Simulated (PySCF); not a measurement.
**Exercise with solution: chemical shift, span and skew from a shielding tensor**

C2H9AlN, SMILES [CH3][Al+]([CH3])<-[NH3] (connectivity only; charge and spin as stated), charge +1, multiplicity 1. Atoms are numbered in the order given.

```xyz
13

Al     0.0049     0.2295     0.0552
C      1.4006     1.0837    -0.9485
H      2.3993     0.6907    -0.6865
H      1.4246     2.1698    -0.7637
H      1.2836     0.9421    -2.0376
C     -1.3739     0.5651     1.3484
H     -2.3672     0.2210     1.0106
H     -1.4616     1.6404     1.5733
H     -1.1739     0.0531     2.3068
N     -0.0275    -1.7419    -0.4217
H     -0.7443    -1.9615    -1.1268
H     -0.2478    -2.3516     0.3763
H      0.8561    -2.0872    -0.8171
```
Charge +1, spin multiplicity 1.

The structure is a stationary point at r2SCAN-D4/def2-SVP. The spin state was assumed, not searched. The isomer is the one that the SMILES or the coordinates give; other isomers of the formula were not compared.

GIAO shieldings from PySCF with HF/pcSseg-1, non-relativistic, no solvent. The symmetric part of the tensor of N10 has the principal values 232.8, 237.0, 243.5 ppm. The same nucleus in NH3 has σ = 267.3 ppm at this level (PySCF, at its B3LYP-D3(BJ)/def2-TZVP geometry).

Task: Work out the isotropic shielding, the ¹⁵N shift against NH3, the span and the skew.

Result: 
σ(iso) = (σ11 + σ22 + σ33)/3 = 237.8 ppm. δ = σ(ref) − σ(iso) = 267.3 − (237.8) = 29.5 ppm.
Span Ω = σ33 − σ11 = 10.7 ppm. Skew κ = 3(σ(iso) − σ22)/Ω = 0.21. Tumbling in solution averages the tensor to δ; in a static solid the shielding alone would spread this spin-1/2 line over Ω.
